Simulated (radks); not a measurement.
Ar15+, configuration 1s1 2s2 (not the ground configuration).

Method: non-relativistic Kohn-Sham, LDA (Slater exchange, Perdew-Wang correlation), spin-polarised, spherical densities, point nucleus; open shells are filled with parallel spins first; computed with a radial shooting solver on a logarithmic mesh with Libxc functionals.

Energy parts (eV):
total: -6328.815
kinetic: 6324.264
electron-nucleus: -12930.248
Hartree: 487.874
exchange-correlation: -210.705

Orbitals (lengths in bohr, moments of r in powers of bohr; <r^-3> diverges for s and p1/2; r(90%) holds 90 % of the orbital's charge):
| orbital | occ. | eigenvalue (eV) | <1/r> | r(90%) | <r^-3> |
|---|---|---|---|---|---|
| 1s up | 1 | -4089.355 | 17.90 | 0.149 | - |
| 1s down | 0 | -3988.244 | 17.75 | 0.151 | - |
| 2s up | 1 | -914.0596 | 4.262 | 0.533 | - |
| 2s down | 1 | -906.2441 | 4.236 | 0.537 | - |
| 2p up | 0 | -891.3110 | 4.252 | 0.475 | 210.2 |
| 2p down | 0 | -880.4657 | 4.182 | 0.481 | 198.8 |
| 3s up | 0 | -380.8788 | 1.828 | 1.17 | - |
| 3s down | 0 | -378.8206 | 1.821 | 1.18 | - |
| 3d up | 0 | -364.3965 | 1.798 | 0.985 | 10.64 |
| 3d down | 0 | -364.2682 | 1.796 | 0.985 | 10.56 |

The highest occupied level is 2s down at -906.24 eV. The configuration is held as typed, so some empty levels lie below it. Summed over all electrons, <r^2> = 0.2968 bohr^2, which gives a Langevin (diamagnetic) susceptibility term of -0.235 x 10^-6 cm^3/mol. Spin moment in Bohr magnetons: 1. Virial ratio -V/T = 2.00072. The density falls to 0.001 e/bohr^3 at r = 1.00 bohr.
